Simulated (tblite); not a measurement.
A tight-binding relaxation on `CC(C)P(C(C)C)P`.

Computed with GFN2-xTB geometry optimisation, gas phase (tblite 0.8.0). Start geometry: from a force field or distance geometry. The input is one job of a driver script: a line of settings, then coordinates in Å.

Command:
```bash
OMP_NUM_THREADS=1 python probes_run.py task.json out
```

Input:
```
{"job": {"kind": "relax", "xc": "GFN2-xTB", "basis": "xTB"}, "charge": 0, "multiplicity": 1}
C     -2.707500     0.635800     0.622000
C     -1.667000     0.037400    -0.307300
C     -1.857800    -1.456200    -0.343900
P     -0.032300     0.566500     0.359100
P      0.390400     2.531800    -0.532300
C      1.326100    -0.647600     0.106100
C      2.353700    -0.623100     1.229400
C      2.133600    -0.379100    -1.161000
H     -2.250900     0.713400     1.635100
H     -3.592900    -0.031600     0.698000
H     -3.008000     1.638400     0.256300
H     -1.834800     0.471100    -1.284900
H     -1.934700    -1.732700    -1.409600
H     -2.885700    -1.646400     0.061000
H     -1.104200    -2.031200     0.169600
H      1.566400     3.146500     0.037400
H     -0.809800     3.332500    -0.286200
H      0.979200    -1.704700     0.030000
H      3.382500    -0.597500     0.814300
H      2.257600     0.281100     1.883500
H      2.267600    -1.534000     1.875600
H      1.528100     0.229500    -1.873500
H      2.415900    -1.327100    -1.643900
H      3.073000     0.147000    -0.927200
```

Output:
```
step      E/eV     max force
  0    -706.59326    3.852
  1    -707.13884    2.550
  2    -707.62652    1.200
  3    -707.77806    1.065
  4    -707.97495    1.268
  5    -708.07547    1.047
  6    -708.15449    0.506
  7    -708.18883    0.435
  8    -708.22209    0.483
  9    -708.24582    0.492
... (126 lines left out)
136    -708.91210    0.023
137    -708.91221    0.025
138    -708.91232    0.027
139    -708.91244    0.021
140    -708.91251    0.016
141    -708.91256    0.015
142    -708.91260    0.013
143    -708.91264    0.015
144    -708.91268    0.012
145    -708.91271    0.009
```

«max force» is the largest atomic force in eV/Å.

Question: From which step on does the largest force stay under 0.1 eV/Å, and how much energy is left to gain from there?

Answer: From step 99 (0.081 eV/Å), 18.0 meV above the end.

Summary of the converged run: energy lowered by 53.5 kcal/mol over 145 steps; largest atomic force 0.009 eV/Å at the end.

Question: Give the final coordinates.

Answer: 0.896 Å rms from the input after alignment:
```
atom  x, y, z in Å
C1    -2.6773    0.8084    0.1335
C2    -1.4874   -0.0712   -0.2409
C3    -1.8541   -1.5448   -0.1049
P4    -0.0504    0.3637    0.8995
P5     0.3541    2.3366    0.0788
C6     1.3570   -0.6166    0.1161
C7     2.6234   -0.3794    0.9369
C8     1.6125   -0.3469   -1.3614
H9    -2.9604    0.6439    1.1725
H10   -3.5334    0.5771   -0.4991
H11   -2.4334    1.8634    0.0046
H12   -1.2039    0.1464   -1.2771
H13   -1.0509   -2.1888   -0.4558
H14   -2.7448   -1.7648   -0.6920
H15   -2.0602   -1.7884    0.9361
H16    1.5290    2.4824    0.8124
H17   -0.3836    2.9708    1.0750
H18    1.0686   -1.6678    0.2459
H19    3.4077   -1.0719    0.6348
H20    2.9934    0.6347    0.7903
H21    2.4243   -0.5237    1.9980
H22    0.7496   -0.6041   -1.9707
H23    2.4572   -0.9443   -1.7033
H24    1.8511    0.7053   -1.5216
```
Labels such as C1 count atoms from 1, the log's own numbers from 0.
